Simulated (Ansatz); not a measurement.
Program: Ansatz. Geometries: PBE0-D4/def2-TZVP. ΔE: electronic, gas phase. CCSD(T)/CBS is the MP2 limit (def2-TZVPP, def2-QZVPP) plus CCSD(T) − MP2 in def2-TZVPP, frozen cores. This one scheme is used for every species, atoms too. Functionals use def2-TZVPP. No spin–orbit coupling; open shells (•) take unrestricted orbitals. Spin–orbit coupling would lower the free atoms: a little for Cl; clearly for Br, Ga. For Br, Ga outer-core shells are correlated without core-valence functions, so the limit isn't a true one: a few kJ/mol of doubt a bond, and 10 to 20 or more in all where bonds break to atoms. Scalar relativity is left out up to krypton.

`[Cl][Ga]([Cl])[Br]` → Br• + 2 Cl• + Ga•  (atomization)

CCSD(T)/CBS gives +1068.4 kJ/mol.

Task: Another level gave +1070.4 kJ/mol. Which?
A. revPBE/def2-TZVPP
B. r2SCAN0/def2-TZVPP
C. r2SCANh/def2-TZVPP
D. B2PLYP/def2-TZVPP

Result: C. r2SCANh 1070.4, B2PLYP 1025.6, r2SCAN0 1058.1, revPBE 997.8 kJ/mol.

Largest T1 diagnostic among the species: 0.013.

From PBE to PBE0 (25 % exact exchange), in def2-TZVPP and without D4, ΔE moves by −4.8 kJ/mol: exact exchange takes away binding that semilocal exchange gives to molecules. At CCSD(T), def2-SVP lies −80.0 kJ/mol from the extrapolated value and def2-TZVPP −29.3 kJ/mol: correlation converges slowly with the basis, and small sets miss more of it in the bonded molecule than in its fragments. The D4 term adds +25.7 kJ/mol with B3LYP and +13.5 kJ/mol with PBE0; it sums over pairs of atoms, weighted by their polarisabilities, and B3LYP, whose exchange is more repulsive, gets the larger term.

B3LYP here is the variant with VWN-RPA as its local correlation; programs differ in this.

For atomizations the MP2-based limit and the directly extrapolated one differ by several kJ/mol either way, and by 10 to 25 for some Ge, Se and Sn compounds, so smaller differences from it don't rank the levels.
